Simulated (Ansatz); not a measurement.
The lowest singlet and triplet of BH (SMILES [BH]); geometries from B3LYP-D3(BJ)/def2-TZVP, each state relaxed from the structure named, with no frequency check.
Singlet (charge 0, multiplicity 1):
```xyz
2

B      0.000     0.000    -0.206
H      0.000     0.000     1.028
```

A positive gap puts the triplet lower; no zero-point energy. R- takes a restricted singlet. U- takes an unrestricted singlet (broken symmetry where lower, unprojected). The triplet is unrestricted in single-reference levels. Active spaces average the two states.

Cores are frozen in the correlated methods.

Programs: Ansatz (Gaussian basis) for Hartree–Fock, density functionals and correlated methods. 

```csv
level,"gap E(singlet) − E(triplet), vertical, at the singlet's geometry (eV)"
U-HF/cc-pVQZ (spin-contaminated),-0.572
R-PBE/def2-TZVPP,-0.946
U-PBE/def2-TZVPP (spin-contaminated),-0.960
R-PBE0/def2-TZVPP,-0.912
R-SCS-MP2/cc-pVDZ,___
U-CCSD(T)/cc-pVTZ (spin-contaminated),-1.329
R-CCSDT/cc-pVTZ,-1.333
"SA-CASSCF(4,5)/cc-pVQZ",-1.348
"FIC-NEVPT4(SD) on SA-CASSCF(4,5)/cc-pVTZ",-1.338
```

Task: Some entries are withheld; supply them.

Result: 
- R-SCS-MP2/cc-pVDZ, gap E(singlet) − E(triplet), vertical, at the singlet's geometry (eV): -1.133

Doubts at one or more of the structures used: a restricted determinant that unrestricted orbitals would lower (R-PBE/def2-TZVPP, R-PBE0/def2-TZVPP, R-SCS-MP2/cc-pVDZ, R-CCSDT/cc-pVTZ); T1 above 0.05 (U-CCSD(T)/cc-pVTZ (spin-contaminated)).

Ansatz is a quantum-chemistry and plane-wave program.
